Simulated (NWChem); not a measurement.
System: C₂H₄FGaO; SMILES C=[CH][Ga]([OH])[F]

```xyz
9

Ga    -0.0288     0.3041     0.0000
F     -1.0269     1.7521     0.0000
C     -0.7653    -1.4757     0.0000
C      0.0299    -2.5531     0.0000
H     -1.8525    -1.6132     0.0000
H     -0.3774    -3.5717     0.0000
H      1.1227    -2.4732     0.0000
O      1.7154     0.6329     0.0000
H      1.9316     1.5715     0.0000
```
Atoms are numbered in this order, from 1.

All runs: NWChem. Medium grid unless said otherwise, to which SCAN and Minnesota functionals are sensitive. All runs use the structure optimised with PBE0/def2-SVP. Hybrids' shares of exact exchange are those that their runs print; pure functionals count as 0. The functionals differ in more than this share.

```csv
row,share of exact exchange,highest occupied level (eV)
PBE/def2-SVP,0.00,-7.00
TPSS/def2-SVP,0.00,-7.07
TPSSh/def2-SVP,0.10,withheld
B3LYP/def2-SVP,0.20,-8.11
M06-2X/def2-SVP,0.54,-9.64
```

### Question
Fit a straight line of the last column on the one before it, predict the withheld value, and compare with the run.

### Answer

1. Means of the 4 shown rows: x = 0.185, y = -7.955. Slope Σ(x − x̄)(y − ȳ)/Σ(x − x̄)² = -0.9409/0.1947 = -4.833; intercept -7.061.
2. The shown rows scatter about the line by 0.054 (root mean square); the largest residual is -0.08, at B3LYP/def2-SVP.
3. At x = 0.10 (TPSSh/def2-SVP; inside the shown range) the line gives -7.54.
4. The run gives -7.64, -0.10 from the line, 1.9 times the scatter.
